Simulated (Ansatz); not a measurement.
Cost and result for the atomization energy of `NC1=NCN1[SiH3]` (13 atoms, 13 bonds).

Cartesian coordinates in Å:
```
N -1.6363 -1.1646 -0.5501
C -1.0935 -0.0656 0.0389
N -1.6189 1.0585 0.4030
C -0.2513 1.4690 0.7509
N 0.2453 0.1215 0.3504
Si 1.7203 -0.4109 -0.3771
H -2.6440 -1.1767 -0.5383
H -1.2104 -2.0467 -0.3157
H -0.1003 1.6813 1.8121
H 0.1445 2.2781 0.1300
H 1.9972 0.2020 -1.7067
H 1.6188 -1.8838 -0.5430
H 2.8284 -0.0621 0.5456
```

Total charge 0; spin multiplicity 1. The geometry is a stationary point of PBE0-D4/def2-TZVP. It is one conformer, not always the lowest. Program: Ansatz. All runs use 4 threads of an Arm Neoverse V1 on a shared host. Times are those of one run each, without the atoms' runs, and a repeat can differ threefold. Electronic energies, without spin–orbit coupling; frozen cores. CCSD(T)/CBS adds CCSD(T) − MP2 in def2-TZVPP to the MP2 limit, and its time is that of the two runs behind it. T1 = 0.013. B3LYP takes the VWN-RPA correlation (the form of Gaussian; ORCA's B3LYP/G).

CCSD(T)/CBS is a level of theory with its own doubt, some kJ/mol a heavy atom from the limit and from the frozen cores, so smaller differences don't rank the functionals.

```tsv
level	functions	wall time	atomization (kJ/mol)	difference from CCSD(T)/CBS	per bond
PBE-D4/def2-TZVPP (with forces)	295	4 s	5012.9	179.6	13.8
PBE0-D4/def2-TZVPP	295	4.2 s	4882.6	49.3	3.8
r2SCAN-D4/def2-TZVPP (with forces)	295	7 s	4837.1	3.8	0.3
B3LYP-D4/def2-TZVPP (with forces)	295	7 s	4875.1	41.8	3.2
B2PLYP/def2-TZVPP	295	9 s	4800.3	-33.0	-2.5
ωB97X-V/def2-TZVPP	295	11 s	4891.2	57.9	4.5
ωB97M-V/def2-TZVPP (with forces)	295	17 s	4877.8	44.5	3.4
MP2/def2-QZVPP	565	46 s	4861.0	27.7	2.1
CCSD(T)/def2-TZVPP	295	18 min	4674.9	-158.4	-12.2
CCSD(T)/CBS(def2)	–	19 min	4833.3	0.0	0.0
```

In def2-TZVPP, CCSD(T) changes the Hartree–Fock value by +1437.1 kJ/mol (the triples alone add +94.1 kJ/mol) and MP2 by +1528.5 kJ/mol; breaking electron pairs costs correlation energy, which Hartree–Fock lacks. The D4 term adds +47.4 kJ/mol with B3LYP and +25.0 kJ/mol with PBE0; it sums over pairs of atoms, weighted by their polarisabilities, and B3LYP, whose exchange is more repulsive, gets the larger term. From PBE to PBE0 (25 % exact exchange), in def2-TZVPP and without D4, the atomization energy moves by −125.8 kJ/mol: exact exchange takes away binding that semilocal exchange gives to molecules.
